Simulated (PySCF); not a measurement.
This PySCF input asks for the NMR shieldings of SMILES CO[C@@H]1C=NCC1, C₅H₉NO; the geometry comes from GFN2-xTB.

```python
import basis_set_exchange as bse
import numpy as np
from pyscf import gto, dft
from pyscf.prop import nmr

atoms = """
C     2.381716   -0.115004   -0.123538
O     1.262801   -0.876245    0.254361
C     0.178924   -0.103823    0.712598
C    -0.884884   -0.994747    1.320520
N    -2.061740   -0.790085    0.934468
C    -2.094195    0.271717   -0.042077
C    -0.628022    0.615351   -0.388499
H     2.763744    0.472680    0.721313
H     2.149935    0.566865   -0.949770
H     3.141822   -0.824444   -0.444201
H     0.533009    0.607463    1.481561
H    -0.645588   -1.752808    2.046510
H    -2.672745   -0.067116   -0.903377
H    -2.621277    1.121006    0.401177
H    -0.358678    0.189631   -1.355651
H    -0.452421    1.688504   -0.409322
"""
names = dict.fromkeys(["C", "O", "N", "H"], "pcSseg-1")
basis = {el: gto.basis.parse(bse.get_basis(n, elements=[el], fmt="nwchem")) for el, n in names.items()}
mol = gto.M(atom=atoms, basis=basis, charge=0, verbose=0)
mf = dft.RKS(mol, xc="PBE0")
mf.grids.level = 2
mf.grids.alignment = dft.numint.BLKSIZE   # the property module wants whole blocks of grid points
mf.conv_tol = 1e-9
mf.kernel()

calc = nmr.RKS(mf)   # GIAO
C = mf.mo_coeff
Co = C[:, mf.mo_occ > 0]
resp = mf.gen_response(singlet=True, hermi=2)
def vind(x):   # induced exchange potential for any number of trial vectors
    d = np.einsum("pi,xij,qj->xpq", C, 2 * x.reshape(-1, C.shape[1], Co.shape[1]), Co, optimize=True)
    return np.einsum("xpq,pi,qj->xij", resp(d - d.transpose(0, 2, 1)), C, Co, optimize=True).ravel()
mo1, _ = nmr.rhf.solve_mo1(calc, with_cphf=vind)
sigma = calc.kernel(mo1)
for i, s in enumerate(sigma):   # ppm
    w = np.linalg.eigvalsh((s + s.T) / 2)
    print("%2d %-2s iso %8.1f  s11 %8.1f  s22 %8.1f  s33 %8.1f" % (i, mol.atom_pure_symbol(i), w.mean(), *w))
```

Question: Give the expected output.

Answer: 
```
 0 C  iso    126.7  s11     95.2  s22    102.8  s33    181.9
 1 O  iso    290.0  s11    239.5  s22    287.1  s33    343.5
 2 C  iso     93.6  s11     56.7  s22     92.8  s33    131.3
 3 C  iso     15.7  s11    -85.9  s22     36.3  s33     96.7
 4 N  iso   -121.1  s11   -470.9  s22   -122.9  s33    230.4
 5 C  iso    121.9  s11     81.6  s22    119.6  s33    164.5
 6 C  iso    155.3  s11    130.2  s22    159.5  s33    176.3
 7 H  iso     28.5  s11     24.8  s22     26.3  s33     34.4
 8 H  iso     28.3  s11     24.1  s22     26.9  s33     33.9
 9 H  iso     27.8  s11     24.0  s22     25.4  s33     34.2
10 H  iso     27.3  s11     24.2  s22     27.5  s33     30.1
11 H  iso     24.3  s11     22.4  s22     24.0  s33     26.4
12 H  iso     27.2  s11     23.1  s22     26.4  s33     32.1
13 H  iso     27.6  s11     23.7  s22     26.7  s33     32.5
14 H  iso     30.2  s11     25.1  s22     30.2  s33     35.2
15 H  iso     29.6  s11     25.1  s22     28.8  s33     34.8
```

These numbers come from an equivalent density-fitted implementation of the same equations, which agrees with the script to about 0.01 ppm for H and up to a few tenths of a ppm for heavy atoms, so last digits may differ.

Question: Turn these shieldings into chemical shifts. Referencing at the same level of theory: ¹³C (186.93 ppm), ¹H (31.72 ppm) vs TMS; H2O for ¹⁷O (336.08 ppm); NH3 for ¹⁵N (267.73 ppm).

Answer: Averaging equivalent atoms: C 3: 171.2; C 2: 93.3; C 5: 65.0; C 0: 60.3; C 6: 31.6; O 1: 46.0; N 4: 388.9; H 11: 7.46; H 12: 4.50; H 10: 4.45; H 13: 4.10; H 7/8/9: 3.51; H 15: 2.16; H 14: 1.57 ppm. Experimental scales use liquid or dissolved standards, which lie at an offset from isolated NH3 (liquid NH3: subtract about 20 ppm) and H2O (liquid H2O: subtract about 36 ppm). Unscaled 15N shifts of sp2 nitrogen often come out too high even then, by a few to some tens of ppm.

Size and cost of the density-fitted run: 164 basis functions, 18 s wall time on 1 thread of an Arm Neoverse V2, shared host; peak memory 0.74 GiB.
